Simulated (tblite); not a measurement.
C₄H₄FN₂O (doublet state).
Numbering: `[F:1][CH2:2][O:3][c:4]1[c:5][cH:6][n:7][nH:8]1` (hydrogens: H9, H10 on C2; H11 on C6; H12 on N8)
Bond orders are those of one Lewis drawing.

Computed with GFN2-xTB (tblite), gas phase: L-BFGS steps from a force-field or distance-geometry start until the largest atomic force falls under 0.01 eV/Å.

Step 10: E = -683.5689 eV
```
atom  x, y, z in Å  |  force x, y, z in eV/Å
F1      1.8103    1.5038    1.0322    0.040  -0.004   0.058
C2      2.0821    0.4657    0.1884   -0.081  -0.011  -0.010
O3      1.2249   -0.5920    0.3988   -0.034  -0.114   0.090
C4     -0.0952   -0.3269    0.1934   -0.079  -0.048   0.023
C5     -0.7836    0.8056   -0.1698    0.014   0.062  -0.040
C6     -2.1292    0.4691   -0.1924    0.028  -0.095   0.002
N7     -2.2605   -0.8026    0.1244    0.051  -0.102   0.022
N8     -1.0277   -1.2938    0.3594   -0.007   0.027  -0.004
H9      1.9982    0.8687   -0.8336    0.053   0.017   0.012
H10     3.0888    0.1035    0.4272   -0.002   0.041  -0.102
H11    -2.9875    1.0592   -0.4193   -0.046   0.110  -0.036
H12    -0.9193   -2.2610    0.6302    0.064   0.117  -0.015
```

Step 11: E = -683.5712 eV
```
atom  x, y, z in Å  |  force x, y, z in eV/Å
F1      1.8106    1.5006    1.0369    0.028   0.008   0.038
C2      2.0781    0.4648    0.1897   -0.040  -0.028  -0.002
O3      1.2246   -0.5944    0.4036   -0.078  -0.078   0.058
C4     -0.0948   -0.3270    0.1931   -0.060   0.011   0.017
C5     -0.7831    0.8055   -0.1717    0.004   0.081  -0.042
C6     -2.1295    0.4695   -0.1942    0.008  -0.053  -0.008
N7     -2.2600   -0.8020    0.1239    0.034  -0.112   0.021
N8     -1.0270   -1.2910    0.3587   -0.019  -0.044   0.015
H9      1.9970    0.8645   -0.8326    0.003   0.053  -0.005
H10     3.0848    0.1045    0.4204    0.073   0.011  -0.059
H11    -2.9902    1.0605   -0.4197    0.023   0.067  -0.024
H12    -0.9094   -2.2562    0.6305    0.025   0.084  -0.009
```

Step 12: E = -683.5725 eV
```
atom  x, y, z in Å  |  force x, y, z in eV/Å
F1      1.8114    1.4988    1.0401    0.020  -0.006   0.018
C2      2.0750    0.4632    0.1906    0.004  -0.034   0.006
O3      1.2230   -0.5970    0.4073   -0.057  -0.009   0.027
C4     -0.0951   -0.3264    0.1933   -0.069   0.037   0.011
C5     -0.7829    0.8067   -0.1735   -0.028   0.034  -0.026
C6     -2.1299    0.4691   -0.1954    0.020  -0.061  -0.003
N7     -2.2592   -0.8035    0.1240   -0.008  -0.035  -0.004
N8     -1.0266   -1.2898    0.3585    0.001  -0.005   0.008
H9      1.9960    0.8630   -0.8319   -0.034   0.055   0.003
H10     3.0835    0.1053    0.4156    0.082  -0.007  -0.037
H11    -2.9910    1.0620   -0.4203    0.053   0.033  -0.017
H12    -0.9032   -2.2521    0.6306    0.014  -0.002   0.014
```

Step 13: E = -683.5732 eV
```
atom  x, y, z in Å  |  force x, y, z in eV/Å
F1      1.8122    1.4975    1.0421    0.021  -0.023   0.006
C2      2.0735    0.4616    0.1912    0.031  -0.025   0.006
O3      1.2212   -0.5986    0.4098   -0.041   0.044   0.005
C4     -0.0965   -0.3252    0.1935   -0.004   0.039   0.014
C5     -0.7833    0.8079   -0.1750   -0.040   0.005  -0.014
C6     -2.1298    0.4677   -0.1961   -0.016  -0.018  -0.016
N7     -2.2588   -0.8049    0.1239   -0.030  -0.005  -0.015
N8     -1.0262   -1.2889    0.3584   -0.008  -0.015   0.012
H9      1.9944    0.8632   -0.8313   -0.049   0.041   0.021
H10     3.0842    0.1056    0.4124    0.055  -0.013  -0.030
H11    -2.9904    1.0632   -0.4209    0.072   0.002  -0.011
H12    -0.8994   -2.2499    0.6309    0.011  -0.032   0.023
```

Question: Estimate the geometry and energy of step 14. (The exact step hangs on the optimiser's Hessian estimate; all steps are aligned on step 13, rigid shifts and turns removed.)

Answer: E = -683.5739 eV, largest force 0.069 eV/Å
```
atom  x, y, z in Å  |  force x, y, z in eV/Å
F1      1.8133    1.4960    1.0439    0.028  -0.035   0.001
C2      2.0728    0.4599    0.1917    0.041  -0.005   0.002
O3      1.2188   -0.5991    0.4121    0.008   0.068  -0.008
C4     -0.0978   -0.3236    0.1940    0.001   0.032   0.011
C5     -0.7843    0.8092   -0.1767   -0.035  -0.039   0.004
C6     -2.1301    0.4662   -0.1971   -0.023  -0.001  -0.019
N7     -2.2589   -0.8064    0.1236   -0.040   0.022  -0.023
N8     -1.0262   -1.2886    0.3586    0.003   0.006   0.009
H9      1.9922    0.8642   -0.8304   -0.054   0.024   0.036
H10     3.0860    0.1055    0.4090    0.016  -0.018  -0.026
H11    -2.9885    1.0644   -0.4216    0.050  -0.007  -0.014
H12    -0.8961   -2.2486    0.6316    0.005  -0.048   0.028
```

The energy changes by -0.0007 eV. The first-order estimate −F·Δx gives -0.0009 eV and the mean of the old and new forces, exact on a quadratic surface, -0.0007 eV. The step makes an angle of 52° with the force vector and moves no atom by more than 0.004 Å.

The cost below is that of the whole relaxation. The run took 0.32 s of wall time on Arm Neoverse V1, one thread, shared host with 32 logical CPUs at a one-minute load of 27.
